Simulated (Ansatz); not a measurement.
Basis-set extrapolation for C₂H₈N₂Si, SMILES `NC/N=C/[SiH3]` (PBE0-D4/def2-TZVP geometry, frozen core, Ansatz). Multiplicity 1, RHF reference.

```csv
,def2-TZVPP,def2-QZVPP
HF,-478.269825,-478.288007
MP2 correlation,-0.872545,-0.932054
CCSD(T) correlation,-0.959933,not run
```

Energies in hartree. Use E(X) = E(∞) + A·exp(−7.88·√X) for Hartree–Fock and E(X) = E(∞) + B·X^(−2.97) for correlation, with X = 3 and 4, and add CCSD(T) minus MP2 of the smaller set to the MP2 limit.

What is the CCSD(T) energy at the basis-set limit?

HF limit: -478.288007 + (-0.018182) × 0.13774 = -478.29051. MP2 limit: -0.932054 + (-0.059509) × 0.74074 = -0.97613. Higher-order term: -0.959933 − (-0.872545) = -0.08739. Total: -479.35403 hartree, 78.0 kcal/mol below CCSD(T)/def2-TZVPP.
